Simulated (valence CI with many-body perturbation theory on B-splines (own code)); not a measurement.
# E1 line list for Re⁶²⁺

Computed by relativistic CI+MBPT: three valence electrons over a frozen Dirac-Fock core [Ne], a basis of 11 s, 11 p, 9 d, 7 f, 5 g, 2 h, 1 i functions for each j, with the one-electron correlation potential Σ1, the two-electron term Σ2, the three-electron term Σ3, Breit, model QED; selected CI, second order for the rest (own B-spline code, finite nucleus).

No measured spectrum was set against this ion. As an estimate, large intervals hold to a few tenths of a per cent, small ones and those within an open d or f shell to about a per cent.

Lines 51 to 100 of 247 in falling wavelength, among levels below 1526.7 eV, chosen from the strongest by gf and those to the six lowest levels. Wavelengths and rates use the calculated energies. Electric multipoles are in the length gauge, E1 and E2 with the static RPA response of the core. Weak lines are less certain than strong ones. Lines between different terms over intervals too small for the method are left out, as are lines whose strength nearly cancels. The highest levels of a list are the least certain.

Levels are named by their leading jj configuration (3d3/2^4 stands for four electrons in 3d with j = 3/2), which in mixed levels can hold well under half, so a name can repeat and another be missing. Letters in brackets count levels of one name in rising energy.

```
λ vac (nm)                          Upper                       Lower   A (s⁻¹)  S (a.u.)
     4.420     (3s 3p1/2 3d5/2) J=5/2 [a]  (3s 3p1/2 3p3/2) J=3/2 [b]  2.18e+09  5.59e-04
     4.236     (3s 3d3/2 3d5/2) J=3/2 [b]  (3s 3p3/2 3d3/2) J=1/2 [b]  8.01e+10  1.20e-02
     4.229     (3s 3d3/2 3d5/2) J=5/2 [b]  (3s 3p3/2 3d3/2) J=5/2 [b]  6.53e+10  1.46e-02
     4.225     (3s 3d3/2 3d5/2) J=7/2 [b]  (3s 3p3/2 3d3/2) J=5/2 [b]  2.18e+11  6.49e-02
     4.154  (3p1/2 3p3/2 3d5/2) J=3/2 [a]       (3p1/2 3p3/2^2) J=3/2  1.19e+11  1.69e-02
     4.133         (3s 3p1/2 3d5/2) J=3/2      (3s 3p1/2 3p3/2) J=1/2  2.08e+11  2.89e-02
     4.109     (3s 3p1/2 3d5/2) J=5/2 [a]      (3s 3p1/2 3p3/2) J=5/2  9.29e+09  1.91e-03
     4.096         (3s 3d3/2 3d5/2) J=1/2  (3s 3p3/2 3d3/2) J=1/2 [b]  2.37e+11  1.61e-02
     4.059     (3s 3p1/2 3d5/2) J=5/2 [b]  (3s 3p1/2 3p3/2) J=3/2 [b]  1.65e+11  3.28e-02
     4.051     (3s 3d3/2 3d5/2) J=5/2 [b]  (3s 3p3/2 3d3/2) J=3/2 [b]  1.55e+11  3.05e-02
     4.050          (3p1/2^2 3d5/2) J=5/2  (3s 3p1/2 3d3/2) J=3/2 [a]  5.20e+10  1.02e-02
     4.028  (3p1/2 3p3/2 3d5/2) J=5/2 [a]       (3p1/2 3p3/2^2) J=5/2  1.29e+11  2.50e-02
     3.996         (3s 3p1/2 3d5/2) J=3/2  (3s 3p1/2 3p3/2) J=3/2 [b]  6.70e+10  8.43e-03
     3.994         (3s 3p3/2 3d5/2) J=1/2          (3s 3p3/2^2) J=1/2  3.81e+11  2.40e-02
     3.992     (3s 3p3/2 3d5/2) J=5/2 [a]          (3s 3p3/2^2) J=5/2  2.27e+11  4.27e-02
     3.991      (3p1/2 3p3/2 3d5/2) J=1/2       (3p1/2 3p3/2^2) J=1/2  3.17e+11  1.99e-02
     3.982     (3s 3d3/2 3d5/2) J=3/2 [b]  (3s 3p3/2 3d3/2) J=3/2 [b]  1.58e+11  1.97e-02
     3.963     (3s 3d3/2 3d5/2) J=7/2 [a]  (3s 3p3/2 3d3/2) J=5/2 [a]  2.56e+11  6.30e-02
     3.944  (3p1/2 3p3/2 3d5/2) J=3/2 [b]       (3p1/2 3p3/2^2) J=1/2  1.98e+11  2.40e-02
     3.920         (3s 3p1/2 3d5/2) J=7/2      (3s 3p1/2 3p3/2) J=5/2  2.02e+11  4.80e-02
     3.919             (3s^2 3d5/2) J=5/2          (3s^2 3p3/2) J=3/2  3.04e+11  5.42e-02
     3.916     (3s 3p3/2 3d5/2) J=5/2 [b]          (3s 3p3/2^2) J=3/2  5.40e+11  9.60e-02
     3.908  (3p1/2 3p3/2 3d5/2) J=5/2 [b]       (3p1/2 3p3/2^2) J=3/2  4.86e+11  8.60e-02
     3.882     (3s 3d3/2 3d5/2) J=5/2 [a]  (3s 3p3/2 3d3/2) J=3/2 [a]  2.57e+11  4.46e-02
     3.882     (3s 3p3/2 3d5/2) J=7/2 [a]          (3s 3p3/2^2) J=5/2  3.20e+11  7.38e-02
     3.880          (3p1/2^2 3d5/2) J=5/2       (3p1/2^2 3p3/2) J=3/2  1.28e+11  2.22e-02
     3.873  (3p1/2 3p3/2 3d5/2) J=7/2 [b]       (3p1/2 3p3/2^2) J=5/2  3.68e+11  8.45e-02
     3.871     (3s 3p1/2 3d5/2) J=5/2 [a]  (3s 3p1/2 3p3/2) J=3/2 [a]  2.82e+11  4.85e-02
     3.857     (3s 3p3/2 3d5/2) J=3/2 [b]          (3s 3p3/2^2) J=1/2  2.62e+11  2.97e-02
     3.846  (3p1/2 3p3/2 3d5/2) J=5/2 [b]       (3p1/2 3p3/2^2) J=5/2  5.02e+10  8.47e-03
     3.840     (3s 3p3/2 3d5/2) J=3/2 [a]          (3s 3p3/2^2) J=5/2  7.48e+10  8.36e-03
     3.831     (3s 3d3/2 3d5/2) J=3/2 [a]  (3s 3p3/2 3d3/2) J=1/2 [a]  2.43e+11  2.70e-02
     3.809     (3s 3d3/2 3d5/2) J=3/2 [a]  (3s 3p3/2 3d3/2) J=3/2 [a]  7.73e+10  8.43e-03
     3.795     (3s 3p1/2 3d5/2) J=5/2 [b]      (3s 3p1/2 3p3/2) J=5/2  7.38e+10  1.19e-02
     3.793         (3s 3d3/2 3d5/2) J=9/2      (3s 3p3/2 3d3/2) J=7/2  3.51e+11  9.47e-02
     3.739         (3s 3p1/2 3d5/2) J=3/2      (3s 3p1/2 3p3/2) J=5/2  2.00e+10  2.06e-03
     3.701     (3s 3d3/2 3d5/2) J=7/2 [b]      (3s 3p3/2 3d3/2) J=7/2  6.65e+10  1.33e-02
     3.675     (3s 3d3/2 3d5/2) J=5/2 [b]  (3s 3p3/2 3d3/2) J=5/2 [a]  8.48e+10  1.25e-02
     3.656     (3s 3p3/2 3d5/2) J=7/2 [b]          (3s 3p3/2^2) J=5/2  2.48e+11  4.79e-02
     3.591     (3s 3p1/2 3d5/2) J=5/2 [b]  (3s 3p1/2 3p3/2) J=3/2 [a]  5.93e+09  8.13e-04
     3.541         (3s 3p1/2 3d5/2) J=3/2  (3s 3p1/2 3p3/2) J=3/2 [a]  5.05e+10  4.43e-03
     2.349     (3s 3p1/2 3p3/2) J=3/2 [a]          (3s^2 3p1/2) J=1/2  1.34e+10  3.42e-04
     2.321     (3s 3p3/2 3d5/2) J=5/2 [a]          (3s^2 3d5/2) J=5/2  4.37e+11  1.62e-02
     2.320  (3p1/2 3p3/2 3d5/2) J=7/2 [a]  (3s 3p1/2 3d5/2) J=5/2 [b]  1.28e+11  6.28e-03
     2.296             (3s 3p3/2^2) J=5/2          (3s^2 3p3/2) J=3/2  7.74e+11  2.77e-02
     2.290  (3p1/2 3p3/2 3d5/2) J=3/2 [a]      (3s 3p1/2 3d5/2) J=3/2  9.06e+11  2.15e-02
     2.283          (3p1/2 3p3/2^2) J=3/2      (3s 3p1/2 3p3/2) J=1/2  1.33e+12  3.12e-02
     2.283     (3s 3p3/2 3d5/2) J=7/2 [a]          (3s^2 3d5/2) J=5/2  1.40e+11  6.56e-03
     2.275  (3p1/2 3p3/2 3d5/2) J=7/2 [a]      (3s 3p1/2 3d5/2) J=7/2  1.29e+11  5.99e-03
     2.268     (3s 3p3/2 3d5/2) J=3/2 [a]          (3s^2 3d5/2) J=5/2  2.74e+11  6.31e-03
```
